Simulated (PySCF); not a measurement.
Al(H)(OEt)(NH2) (C₂H₈AlNO), SMILES C(C)[O][AlH][NH2].

Geometry: PBE-D3(BJ)/def2-SVP. The structure was generated by enumeration; whether it is a known compound was not checked. Other conformers were not sampled.

All values below come from PBE-D3(BJ)/def2-SVP run with PySCF.

Frequencies are harmonic and unscaled.

Task: List the normal modes with their intensities. (An estimate is asked for; the answer gives what the named calculation found.)

Result: 
```json
[
 {"mode": "1", "ν (cm⁻¹)": "49", "IR (km/mol)": "1.2", "moving atoms (share of kinetic energy)": "H 40 %, C 36 %, N 17 %"},
 {"mode": "2", "ν (cm⁻¹)": "75", "IR (km/mol)": "0.9", "moving atoms (share of kinetic energy)": "H 33 %, C 27 %, N 26 %, O 9 %"},
 {"mode": "3", "ν (cm⁻¹)": "98", "IR (km/mol)": "0.6", "moving atoms (share of kinetic energy)": "H 34 %, O 30 %, Al 19 %, C 11 %"},
 {"mode": "4", "ν (cm⁻¹)": "230", "IR (km/mol)": "7.9", "moving atoms (share of kinetic energy)": "H 40 %, Al 25 %, O 21 %, N 11 %"},
 {"mode": "5", "ν (cm⁻¹)": "289", "IR (km/mol)": "2.3", "moving atoms (share of kinetic energy)": "H 78 %, O 9 %"},
 {"mode": "6", "ν (cm⁻¹)": "341", "IR (km/mol)": "37.3", "moving atoms (share of kinetic energy)": "H 80 %, Al 11 %"},
 {"mode": "7", "ν (cm⁻¹)": "367", "IR (km/mol)": "181.5", "moving atoms (share of kinetic energy)": "H 80 %, N 19 %"},
 {"mode": "8", "ν (cm⁻¹)": "429", "IR (km/mol)": "7.0", "moving atoms (share of kinetic energy)": "O 41 %, H 31 %, C 28 %"},
 {"mode": "9", "ν (cm⁻¹)": "490", "IR (km/mol)": "33.4", "moving atoms (share of kinetic energy)": "H 89 %, Al 10 %"},
 {"mode": "10", "ν (cm⁻¹)": "561", "IR (km/mol)": "40.5", "moving atoms (share of kinetic energy)": "H 77 %, N 14 %"},
 {"mode": "11", "ν (cm⁻¹)": "630", "IR (km/mol)": "10.1", "moving atoms (share of kinetic energy)": "H 39 %, C 21 %, Al 18 %, O 17 %"},
 {"mode": "12", "ν (cm⁻¹)": "715", "IR (km/mol)": "139.7", "moving atoms (share of kinetic energy)": "H 61 %, N 20 %, Al 15 %"},
 {"mode": "13", "ν (cm⁻¹)": "783", "IR (km/mol)": "0.3", "moving atoms (share of kinetic energy)": "H 92 %"},
 {"mode": "14", "ν (cm⁻¹)": "824", "IR (km/mol)": "115.2", "moving atoms (share of kinetic energy)": "Al 40 %, N 35 %, H 16 %"},
 {"mode": "15", "ν (cm⁻¹)": "917", "IR (km/mol)": "32.0", "moving atoms (share of kinetic energy)": "H 45 %, C 35 %, O 11 %"},
 {"mode": "16", "ν (cm⁻¹)": "1068", "IR (km/mol)": "10.4", "moving atoms (share of kinetic energy)": "C 57 %, H 40 %"},
 {"mode": "17", "ν (cm⁻¹)": "1132", "IR (km/mol)": "11.9", "moving atoms (share of kinetic energy)": "H 57 %, C 38 %"},
 {"mode": "18", "ν (cm⁻¹)": "1187", "IR (km/mol)": "307.4", "moving atoms (share of kinetic energy)": "O 46 %, C 41 %, H 11 %"},
 {"mode": "19", "ν (cm⁻¹)": "1264", "IR (km/mol)": "17.5", "moving atoms (share of kinetic energy)": "H 90 %"},
 {"mode": "20", "ν (cm⁻¹)": "1326", "IR (km/mol)": "1.5", "moving atoms (share of kinetic energy)": "H 80 %, C 19 %"},
 {"mode": "21", "ν (cm⁻¹)": "1360", "IR (km/mol)": "32.3", "moving atoms (share of kinetic energy)": "H 74 %, C 24 %"},
 {"mode": "22", "ν (cm⁻¹)": "1405", "IR (km/mol)": "5.0", "moving atoms (share of kinetic energy)": "H 97 %"},
 {"mode": "23", "ν (cm⁻¹)": "1422", "IR (km/mol)": "0.4", "moving atoms (share of kinetic energy)": "H 96 %"},
 {"mode": "24", "ν (cm⁻¹)": "1451", "IR (km/mol)": "2.6", "moving atoms (share of kinetic energy)": "H 92 %"},
 {"mode": "25", "ν (cm⁻¹)": "1474", "IR (km/mol)": "48.4", "moving atoms (share of kinetic energy)": "H 89 %, N 10 %"},
 {"mode": "26", "ν (cm⁻¹)": "1937", "IR (km/mol)": "137.3", "moving atoms (share of kinetic energy)": "H 96 %"},
 {"mode": "27", "ν (cm⁻¹)": "2899", "IR (km/mol)": "87.9", "moving atoms (share of kinetic energy)": "H 94 %"},
 {"mode": "28", "ν (cm⁻¹)": "2955", "IR (km/mol)": "43.8", "moving atoms (share of kinetic energy)": "H 91 %, C 9 %"},
 {"mode": "29", "ν (cm⁻¹)": "2962", "IR (km/mol)": "19.9", "moving atoms (share of kinetic energy)": "H 97 %"},
 {"mode": "30", "ν (cm⁻¹)": "3051", "IR (km/mol)": "32.7", "moving atoms (share of kinetic energy)": "H 91 %, C 9 %"},
 {"mode": "31", "ν (cm⁻¹)": "3063", "IR (km/mol)": "20.7", "moving atoms (share of kinetic energy)": "H 91 %, C 9 %"},
 {"mode": "32", "ν (cm⁻¹)": "3500", "IR (km/mol)": "19.2", "moving atoms (share of kinetic energy)": "H 96 %"},
 {"mode": "33", "ν (cm⁻¹)": "3591", "IR (km/mol)": "19.0", "moving atoms (share of kinetic energy)": "H 92 %, N 8 %"}
]
```
